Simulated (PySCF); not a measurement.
Ethyl methanesulfonate, C3H8O3S.
SMILES with atom numbers: `[CH3:1][CH2:2][O:3][S:4]([CH3:5])(=[O:6])=[O:7]` (hydrogens: H8, H9, H10 on C1; H11, H12 on C2; H13, H14, H15 on C5)

Cartesian coordinates in Å at the PBE0-D3(BJ)/def2-SVP level; atoms count from 1:
```xyz
15
C3H8O3S angstrom
C     -2.143   -0.398   -0.045
C     -0.653   -0.587   -0.169
O      0.013    0.538    0.418
S      1.139    1.345   -0.421
C      2.619    0.521    0.107
O      1.140    2.684    0.117
O      0.946    1.096   -1.839
H     -2.433   -0.249    1.005
H     -2.468    0.479   -0.623
H     -2.669   -1.285   -0.429
H     -0.312   -1.488    0.368
H     -0.351   -0.671   -1.224
H      2.578   -0.530   -0.206
H      3.458    1.032   -0.383
H      2.692    0.614    1.197
```

The calculation used core-valence-separated Tamm–Dancoff BHandHLYP/aug-pcX-1 (pcseg-1 on H, def2-SVPD on S) in PySCF, non-relativistic, gas phase, PBE0-D3(BJ)/def2-SVP geometry. The energies are unshifted.

The lowest roots of each edge with f over 0.003 (five at most, numbered afresh; weaker and dark ones are left out), with transition dipoles (au) in the frame of the coordinates:

| root | edge | E (eV) | f | μx | μy | μz |
| --- | --- | --- | --- | --- | --- | --- |
| 1 | C | 285.53 | 0.0106 | -0.0371 | -0.0119 | 0.0001 |
| 2 | C | 286.24 | 0.0560 | -0.0730 | 0.0442 | -0.0265 |
| 3 | C | 286.30 | 0.0252 | 0.0040 | 0.0504 | 0.0323 |
| 4 | C | 286.42 | 0.0257 | 0.0024 | -0.0229 | 0.0560 |
| 5 | C | 286.71 | 0.0106 | -0.0132 | 0.0357 | -0.0080 |
| 6 | O | 532.61 | 0.0395 | -0.0023 | -0.0470 | -0.0286 |
| 7 | O | 532.62 | 0.0288 | -0.0002 | 0.0029 | 0.0469 |
| 8 | O | 533.00 | 0.0427 | -0.0396 | -0.0171 | 0.0375 |
| 9 | O | 533.02 | 0.0263 | -0.0343 | -0.0139 | 0.0254 |
| 10 | O | 533.14 | 0.0282 | -0.0381 | -0.0259 | 0.0060 |

Q: Molecules are fixed in this frame and the field points along y. What effective strengths 3 f cos²θ do the roots have (θ between field and μ)?

A: root 1 (C1): 0.003, root 2 (C5): 0.041, root 3 (C1): 0.053, root 4 (C1): 0.011, root 5 (C1): 0.027, root 6 (O6/O7): 0.086, root 7 (O6/O7): 0.000, root 8 (O3): 0.011, root 9 (O6): 0.008, root 10 (O7): 0.026. Root 6 is the strongest. Averaged over all orientations cos²θ is 1/3, which gives f back.

One conformer stands for the species.
